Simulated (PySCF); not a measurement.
PBE0-D3(BJ)/def2-SVP geometry optimisation, IEF-PCM water with PySCF 2.14 and geomeTRIC: [NiI4]2-, charge -2, multiplicity 3. Start (model start, shaken):

```
5

Ni    0.0000    0.0045   -0.0041
I     1.5051    1.5116    1.5036
I    -1.5175   -1.4983    1.5111
I    -1.5277    1.5258   -1.5131
I     1.5200   -1.5324   -1.5189
```

| step | E − E(start) / kcal mol⁻¹ | largest force / Eh bohr⁻¹ |
| --- | --- | --- |
| 0 | 0.00 | 0.00362 |
| 1 | -0.41 | 0.00379 |
| 2 | -0.77 | 0.00300 |
| 3 | -1.00 | 0.00145 |
| 4 | -1.09 | 0.00049 |
| 5 | -1.11 | 0.00041 |
| 6 | -1.12 | 0.00038 |

The optimisation met its thresholds. End point:

```
5

Ni   -0.0206    0.0168   -0.1314
I     1.5093    1.4738    1.4452
I    -1.4771   -1.4768    1.4804
I    -1.6318    1.6320   -1.4396
I     1.6000   -1.6345   -1.3760
```

Metal–donor distances, start → end: I2 2.610 → 2.636 Å, I3 2.619 → 2.636 Å, I4 2.632 → 2.630 Å, I5 2.639 → 2.627 Å.

No frequencies were computed, so the end point may be a saddle point.

The job took 5.9 min on one thread of Intel Xeon Platinum 8488C (shared host), with 135 basis functions and a peak of 1 GiB, launched as `OMP_NUM_THREADS=1 python lf_run.py task.json out`.
